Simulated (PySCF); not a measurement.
**Assigning NMR signals**

Bonds (- single, = double, # triple, : aromatic): C1-C2, C2-C3, C3=C4, C4-C5, C5-O6, O6-Si7, Si7-Cl8. C1 carries H9, H10, H11; C2 carries H12, H13; C3 carries H14; C4 carries H15; C5 carries H16, H17; Si7 carries H18, H19. Stereochemistry as in CC/C=C/CO[SiH2]Cl.

[PySCF 2.14: geometry: GFN2-xTB; shielding tensors at PBE0/pcSseg-1 (GIAO); one computed conformer; equivalent nuclei averaged; relativity neglected; gas phase]

References, each an isolated molecule treated in the same way: TMS for ¹³C (186.93 ppm) and ¹H (31.72 ppm).

Problem. Assign these signals to the numbered atoms. ¹³C{¹H} NMR (computed): δ 146.3 (CH), 134.8 (CH), 67.5 (CH2), 31.9 (CH2), 16.8 (CH3).

Solution. 
```tsv
δ (ppm)	atoms	environment	reason
146.3	C3	alkene CH	the olefinic region
134.8	C4	alkene CH	–
67.5	C5	allylic sp3 CH2 bonded to O	deshielded by the electronegative neighbour
31.9	C2	allylic sp3 CH2	aliphatic region, no heteroatom directly attached
16.8	C1	methyl carbon	saturated and bonded to C and H only
```

Problem. Assign these signals to the numbered atoms. ¹H NMR (600 MHz, computed): δ 6.03 (m, 1H), 5.93 (m, 1H), 5.33 (s, 2H), 4.35 (d, 2H), 2.22 (m, 2H), 1.06 (t, 3H).

Solution. 
```tsv
δ (ppm)	atoms	environment	reason
6.03	H15	hydrogen on an alkene CH	a vinylic proton, deshielded by the sp2 carbon and the C=C anisotropy
5.93	H14	hydrogen on an alkene CH	–
5.33	H18/H19	hydrogen on a silicon bonded to Cl, O	–
4.35	H16/H17	hydrogen on an allylic sp3 CH2 bonded to O	its carbon carries O, an electronegative neighbour
2.22	H12/H13	hydrogen on an allylic sp3 CH2	allylic position
1.06	H9/H10/H11	hydrogen on a methyl carbon	–
```

H15 and H14 lie closer than the usual error of such a calculation, so a measured spectrum could show them in the other order.

Shifts are as computed. Against solution values, carbons near 30 ppm lie about +3 ppm off and those near 130 ppm about +5 ppm. Of 1211 compounds with measured shifts, 218 miss one by over three times the rms of a fit or turn the order of signals round; such compounds aren't used in these exercises. No couplings were computed; multiplicities are counted from neighbouring protons, with m where these are inequivalent, close in shift, in a saturated or five-membered ring or joined by F or P, and br s for small geminal =CH2 splittings.
